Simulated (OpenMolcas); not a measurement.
An OpenMolcas run meant for Sc I (ANO-L-VDZP, non-relativistic; inactive shells 1s 2s 2p 3s 3p; intended active space 3 electrons in 6 orbitals (3d 4s)). One step of its input:

```
&CASPT2
Multistate=10 1 2 3 4 5 6 7 8 9 10
Frozen=2 3
IPEA=0.25
Imaginary=0.1
MaxIter=60
WThr=0.0 0.3 0.05
PrWF=0.5
NoMix
Deleted=6 8
```

The run finished. Its levels beside those of a sound run (SS-CASPT2, IPEA 0.25 Eh, imaginary shift 0.1 Eh (closed shells correlated: 3s 3p)), in cm-1 above each run's lowest level:

| Level | This run | Usual run |
| --- | --- | --- |
| 3d 4s2 2D 3/2 | 0.0 | 0.0 |
| 3d 4s2 2D 5/2 | 136 | 136 |
| 3d2 4s 4F 3/2 | 10424 | 11000 |
| 3d2 4s 4F 5/2 | 10470 | 11047 |
| 3d2 4s 4F 7/2 | 10535 | 11111 |
| 3d2 4s 4F 9/2 | 10618 | 11195 |
| 3d2 4s 2F 5/2 | 15439 | 14416 |
| 3d2 4s 2F 7/2 | 15573 | 14549 |
| 3d2 4s 2D 3/2 | 18213 | 17395 |
| 3d2 4s 2D 5/2 | 18231 | 17398 |
| 3d2 4s 4P 1/2 | 17533 | 18168 |
| 3d2 4s 4P 3/2 | 17559 | 18197 |
| 3d2 4s 4P 5/2 | 17596 | 18249 |
| 3d2 4s 2P 1/2 | 22222 | 21034 |

Problem. Which setting is unsound, and how much does it matter here?

Solution. Nearly half of the orbitals are deleted from the virtual space, which removes much of the correlation energy. Against the sound run the excited levels shown move by 700 cm-1 on average and by 1200 cm-1 at most.

CASPT2 does not keep the components of a term degenerate, so their means are used; among the terms shown or strongly mixed into the levels shown the widest spread is 2700 cm-1 (3d2 4s 2F, the sound run). Over all roots computed the reference weight is 0.86 to 0.93 in the sound run; the roots of lowest weight are the least certain, and an intruder state may touch them. A single d shell beside an s shell can misplace configurations of different d count against each other. Levels of configurations outside the active space are missing.
